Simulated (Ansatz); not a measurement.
Frontier orbitals of Br₃ClGe (`[Cl][Ge]([Br])([Br])[Br]`).

Total charge 0; spin multiplicity 1. Correlated methods include outer-core shells of Br, Ge, which these sets cover unevenly. Scalar relativity is left out up to krypton. The geometry is a stationary point of PBE0-D4/def2-TZVP. Basis def2-TZVPP, the Gaussian-basis code of Ansatz.

| functional | HOMO (eV) | LUMO (eV) | gap (eV) |
| --- | --- | --- | --- |
| LDA (SPW92) | -7.69 | -3.90 | 3.79 |
| PBE | -7.52 | -3.59 | 3.93 |
| B97M-V | -7.96 | -3.27 | 4.69 |
| PBE0 | -8.84 | -2.72 | 6.12 |
| r2SCANh | -8.36 | -3.13 | 5.23 |
| BHLYP | -9.96 | -1.78 | 8.18 |
| CAM-B3LYP | -10.15 | -1.76 | 8.39 |
| ωB97M-V | -11.04 | -0.76 | 10.28 |

From PBE to PBE0 the HOMO moves by −1.31 eV and the LUMO by +0.86 eV, and with ωB97M-V by −3.51 and +2.82 eV, so the gap grows from 3.94 to 10.27 eV with exact exchange.
